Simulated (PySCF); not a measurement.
**Correlation energy of Be (beryllium, neutral)**

[He] 2s2, closed-shell 1S. All numbers are calculated (PySCF 2.14, no relativity, point nucleus, in aug-cc-pVTZ with one added diffuse shell each of s, p, d, f type (6s5p4d3f, 62 functions)). Frozen: 1s2; 2 electrons correlated.

With two correlated electrons CCSD is exact within the correlated space (frozen core and kept virtual orbitals).

```tsv
level	correlation energy (mhartree)
CCSD	-45.59
```

Diagnostics: T1 = 0.021, D1 = 0.0290, largest double amplitude 0.109.

Cost of the coupled-cluster step: roughly 0.8 core-seconds, for 2 correlated electrons.
